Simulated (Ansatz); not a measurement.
Start from `CN(C)[Si](O)(O)O` and change one atom or group to get `CN(C)[SiH](O)O`.

Ansatz, PBE0-D4/def2-TZVP geometries, multiplicity 1. Each molecule was computed in one conformer, which needn't be the lowest.

```csv
property,`CN(C)[Si](O)(O)O`
size of the dipole moment (PBE/def2-TZVPP) / D,1.48
HOMO–LUMO gap (ωB97M-V/def2-TZVPP) / eV,10.71
size of the dipole moment (ωB97M-V/def2-TZVPP) / D,1.59
HOMO–LUMO gap (PBE0/def2-TZVPP) / eV,6.98
HOMO energy (ωB97M-V/def2-TZVPP) / eV,-8.77
LUMO energy (PBE0/def2-TZVPP) / eV,0.54
```

Task: What does the change do to each property? (Estimate.)

Result: The calculation gave: 
```tsv
property	`CN(C)[SiH](O)O`	shift
size of the dipole moment (PBE/def2-TZVPP) / D	0.73	-0.75
HOMO–LUMO gap (ωB97M-V/def2-TZVPP) / eV	11.09	0.38
size of the dipole moment (ωB97M-V/def2-TZVPP) / D	0.71	-0.88
HOMO–LUMO gap (PBE0/def2-TZVPP) / eV	7.36	0.38
HOMO energy (ωB97M-V/def2-TZVPP) / eV	-8.75	0.02
LUMO energy (PBE0/def2-TZVPP) / eV	0.93	0.39
```

Dipoles are sizes alone; their direction can turn.
